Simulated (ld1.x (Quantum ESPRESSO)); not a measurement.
An all-electron radial function and its pseudo partner (Cr)

Columns: radius, all-electron u(r) and pseudo u(r) of the 3d shell (level -2.91 eV) of chromium in the configuration [Ne] 3s2 3p6 3d5 4s1 4p0; PBE, scalar-relativistic, TM scheme, ld1.x (Quantum ESPRESSO) 7.5.

```csv
r (bohr),all-electron,pseudo
0.065,0.0158,0.0029
0.130,0.0813,0.0226
0.195,0.1836,0.0715
0.260,0.3002,0.1545
0.325,0.4145,0.2676
0.390,0.5168,0.3990
0.455,0.6029,0.5322
0.520,0.6721,0.6514
0.585,0.7247,0.7447
0.650,0.7620,0.8072
0.715,0.7858,0.8399
0.780,0.7983,0.8488
0.845,0.8016,0.8411
0.910,0.7978,0.8241
0.975,0.7884,0.8032
1.040,0.7748,0.7815
1.105,0.7583,0.7605
1.170,0.7397,0.7401
1.235,0.7196,0.7196
1.300,0.6986,0.6986
1.365,0.6772,0.6772
1.430,0.6557,0.6557
1.495,0.6343,0.6343
1.560,0.6131,0.6131
1.625,0.5924,0.5924
1.690,0.5721,0.5721
```

(1) How many radial nodes do the two functions have?

(2) At about which radius was the pseudo-wave matched?

(3) Is the pseudo-wave norm-conserving?

Answers

(1) The all-electron 3d function has n − l − 1 = 0; the pseudo-wave has 0.

(2) 1.30 bohr. The columns agree to 0.0005 from 1.17 bohr on; several derivatives are matched, so the curves merge somewhat inside the radius.

(3) Yes: the TM scheme keeps the norm inside the radius equal to the all-electron one, which fixes the energy derivative of the logarithmic derivative at the level.
